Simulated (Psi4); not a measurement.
Cl2Ni (SMILES [Cl][Ni][Cl]), triplet, at a GFN2-xTB geometry (such geometries of metal compounds can be far from the true shape); Psi4 1.11 with WB97M-V/6-31G.

Here is a job for Psi4.
```
memory 2 GB

molecule mol {
0 3
  Ni    0.000000    0.000000    0.000000
  Cl    0.000000    0.000000    1.934826
  Cl   -0.000000   -0.000000   -1.934826
}

set basis 6-31g
set reference uks

energy('wb97m-v')
print_variables()
```

The log (banner, timings and long lists left out):

```
   => Loading Basis Set <=

    Name: 6-31G
    Role: ORBITAL
    Keyword: BASIS

         ---------------------------------------------------------
                                   SCF
               by Justin Turney, Rob Parrish, Andy Simmonett
                          and Daniel G. A. Smith
                              UKS Reference
         ---------------------------------------------------------

  ==> Geometry <==

    Molecular point group: d2h
    Full point group: D_inf_h

    Geometry (in Angstrom), charge = 0, multiplicity = 3:

       Center              X                  Y                   Z               Mass
    ------------   -----------------  -----------------  -----------------  -----------------
         NI           0.000000000000     0.000000000000     0.000000000000    57.935342410000
         CL           0.000000000000     0.000000000000     1.934826000000    34.968852682000
         CL           0.000000000000     0.000000000000    -1.934826000000    34.968852682000

  Running in d2h symmetry.

  Rotational constants: A = ************  B =      0.06439  C =      0.06439 [cm^-1]
  Rotational constants: A = ************  B =   1930.28747  C =   1930.28747 [MHz]
  Nuclear repulsion =  299.894053263526018

  Charge       = 0
  Multiplicity = 3
  Electrons    = 62
  Nalpha       = 32
  Nbeta        = 30

  ==> Algorithm <==

  SCF Algorithm Type is DF.
  DIIS enabled.
  MOM disabled.
  Fractional occupation disabled.
  Guess Type is SAD.
  Energy threshold   = 1.00e-06
  Density threshold  = 1.00e-06
  Integral threshold = 1.00e-12

  ==> Primary Basis <==

  Basis Set: 6-31G
    Blend: 6-31G
    Number of shells: 25
    Number of basis functions: 55
    Number of Cartesian functions: 55
    Spherical Harmonics?: false
    Max angular momentum: 2

  ==> DFT Potential <==

   => LibXC <=

    Version 7.1.2
    S. Lehtola, C. Steigemann, M. J. T. Oliveira, and M. A. L. Marques,  SoftwareX 7, 1–5 (2018) (10.1016/j.softx.2017.11.002)

   => Composite Functional: WB97M-V <=

    wB97M-V Hyb-GGA Exchange-Correlation Functional

    N. Mardirossian and M. Head-Gordon,  J. Chem. Phys. 144, 214110 (2016) (10.1063/1.4952647)

    Deriv               =              1
    GGA                 =           TRUE
    Meta                =           TRUE

    Exchange Hybrid     =           TRUE
    MP2 Hybrid          =          FALSE

   => Exchange-Correlation Functionals <=

    1.0000   wB97M-V exchange-correlation functional

   => Exact (HF) Exchange <=

    0.8500            HF,LR [omega = 0.3000]
    0.1500               HF

   => LibXC Density Thresholds  <==

    XC_HYB_MGGA_XC_WB97M_V:  1.00E-13

   => VV10 Non-Local Parameters <=

    VV10 B              =     6.0000E+00
    VV10 C              =     1.0000E-02

   => Molecular Quadrature <=

    Radial Scheme          =       TREUTLER
    Pruning Scheme         =           NONE
    Nuclear Scheme         =       TREUTLER

    Blocking Scheme        =         OCTREE
    BS radius alpha        =              1
    Pruning alpha          =              1
    Radial Points          =             75
    Spherical Points       =            302
    Total Points           =          64616
    Total Blocks           =            599
    Max Points             =            256
    Max Functions          =             50
    Weights Tolerance      =       1.00E-15

   => Loading Basis Set <=

    Name: (6-31G AUX)
    Role: JKFIT
    Keyword: DF_BASIS_SCF

  ==> Integral Setup <==

  SCF_SUBTYPE=INCORE selected. In-core MEM_DF algorithm will be used.
  Using in-core AOs.

  ==> MemDFJK: Density-Fitted J/K Matrices <==

    J tasked:                   Yes
    K tasked:                   Yes
    wK tasked:                  Yes
    Omega:                3.000E-01
    Algorithm:                 Core
    Schwarz Cutoff:           1E-12
    Mask sparsity (%):       3.5041
    Fitting Condition:        1E-10

   => Auxiliary Basis Set <=

  Basis Set: (6-31G AUX)
    Blend: CC-PVDZ-JKFIT + DEF2-UNIVERSAL-JKFIT
    Number of shells: 130
    Number of basis functions: 637
    Number of Cartesian functions: 637
    Spherical Harmonics?: false
    Max angular momentum: 6

  Minimum eigenvalue in the overlap matrix is 1.3198575252E-03.
  Reciprocal condition number of the overlap matrix is 2.8769698306E-04.
    Using symmetric orthogonalization.

  ==> Pre-Iterations <==

  SCF Guess: Superposition of Atomic Densities via on-the-fly atomic UHF (no occupation information).

   -------------------------
    Irrep   Nso     Nmo
   -------------------------
     Ag        18      18
     B1g        2       2
     B2g        5       5
     B3g        5       5
     Au         0       0
     B1u       11      11
     B2u        7       7
     B3u        7       7
   -------------------------
    Total      55      55
   -------------------------

  ==> Iterations <==

                           Total Energy        Delta E     RMS |[F,P]|

   @DF-UKS iter SAD: -2426.83712095830288   -2.42684e+03   0.00000e+00
    Occupation by irrep:
             Ag   B1g   B2g   B3g    Au   B1u   B2u   B3u
    DOCC [     9,    0,    2,    2,    0,    8,    5,    4 ]
    SOCC [     1,    0,    0,    0,    0,    0,    0,    1 ]
    NA   [    10,    0,    2,    2,    0,    8,    5,    5 ]
    NB   [     9,    0,    2,    2,    0,    8,    5,    4 ]

   @DF-UKS iter   1: -2423.75225534604942    3.08487e+00   1.58503e-01 ADIIS
    Occupation by irrep:
             Ag   B1g   B2g   B3g    Au   B1u   B2u   B3u
    DOCC [    10,    1,    2,    2,    0,    7,    4,    4 ]
    SOCC [     0,    0,    1,    1,    0,    0,    0,    0 ]
    NA   [    10,    1,    3,    3,    0,    7,    4,    4 ]
    NB   [    10,    1,    2,    2,    0,    7,    4,    4 ]

   @DF-UKS iter   2: -2393.34704208616859    3.04052e+01   3.39148e-01 ADIIS
   @DF-UKS iter   3: -2427.07685314001264   -3.37298e+01   9.54094e-02 ADIIS/DIIS
   @DF-UKS iter   4: -2428.09980275233784   -1.02295e+00   3.95309e-02 ADIIS/DIIS
   @DF-UKS iter   5: -2428.30147153523603   -2.01669e-01   1.59438e-02 ADIIS/DIIS
   @DF-UKS iter   6: -2428.34290169810674   -4.14302e-02   2.17640e-03 ADIIS/DIIS
   @DF-UKS iter   7: -2428.34572231683160   -2.82062e-03   5.81319e-04 ADIIS/DIIS
   @DF-UKS iter   8: -2428.34610127853239   -3.78962e-04   3.87700e-04 ADIIS/DIIS
   @DF-UKS iter   9: -2428.34613334889355   -3.20704e-05   8.41193e-05 DIIS
   @DF-UKS iter  10: -2428.34613462465450   -1.27576e-06   6.59315e-06 DIIS
   @DF-UKS iter  11: -2428.34613467673762   -5.20831e-08   1.50854e-06 DIIS
   @DF-UKS iter  12: -2428.34613467927102   -2.53340e-09   3.86560e-07 DIIS
  Energy and wave function converged.

  ==> Post-Iterations <==

   Electrons on quadrature grid:
      Nalpha   =   32.0000045224 ; deviation = 4.522e-06
      Nbeta    =   30.0000012526 ; deviation = 1.253e-06
      Ntotal   =   62.0000057750 ; deviation = 5.775e-06

   @Spin Contamination Metric:   2.976884301E-03
   @S^2 Expected:                2.000000000E+00
   @S^2 Observed:                2.002976884E+00
   @S   Expected:                1.000000000E+00
   @S   Observed:                1.000000000E+00

    Orbital Energies [Eh]
    ---------------------

    Alpha Occupied:

[...]
    Alpha Virtual:

[...]
    Beta Occupied:

[...]
    Beta Virtual:

[...]
      18Ag    32.687030

    Final Occupation by Irrep:
             Ag   B1g   B2g   B3g    Au   B1u   B2u   B3u
    DOCC [    10,    1,    2,    2,    0,    7,    4,    4 ]
    SOCC [     0,    0,    1,    1,    0,    0,    0,    0 ]
    NA   [    10,    1,    3,    3,    0,    7,    4,    4 ]
    NB   [    10,    1,    2,    2,    0,    7,    4,    4 ]

  @DF-UKS Final Energy: -2428.34613467927102

   => Energetics <=

    Nuclear Repulsion Energy =            299.8940532635260183
    One-Electron Energy =               -3961.7310947780156312
    Two-Electron Energy =                1327.1102858310700867
    DFT Exchange-Correlation Energy =     -93.8772701470857953
    Empirical Dispersion Energy =           0.0000000000000000
    VV10 Nonlocal Energy =                  0.2578911512346237
    Total Energy =                      -2428.3461346792705626

  UHF NO Occupations:
  HONO-2 :   10 Ag 1.9993392
  HONO-1 :    3B3g 1.0000000
  HONO-0 :    3B2g 1.0000000
  LUNO+0 :   11 Ag 0.0006608
  LUNO+1 :    4B3g 0.0001480
  LUNO+2 :    4B2g 0.0001480
  LUNO+3 :    5B2u 0.0001336

Computation Completed

Properties will be evaluated at   0.000000,   0.000000,   0.000000 [a0]

Properties computed using the SCF density matrix

 Multipole Moments:

 ------------------------------------------------------------------------------------
     Multipole            Electronic (a.u.)      Nuclear  (a.u.)        Total (a.u.)
 ------------------------------------------------------------------------------------

 L = 1.  Multiply by 2.5417464519 to convert [e a0] to [Debye]
 Dipole X            :          0.0000000            0.0000000            0.0000000
 Dipole Y            :          0.0000000            0.0000000            0.0000000
 Dipole Z            :          0.0000000            0.0000000            0.0000000
 Magnitude           :                                                    0.0000000

 ------------------------------------------------------------------------------------

  Variable Map:
  ----------------------------------------------------------------------------
[...]
  Array Variable Map:
  ----------------------------------------------------------------------------
[...]
[...]
```
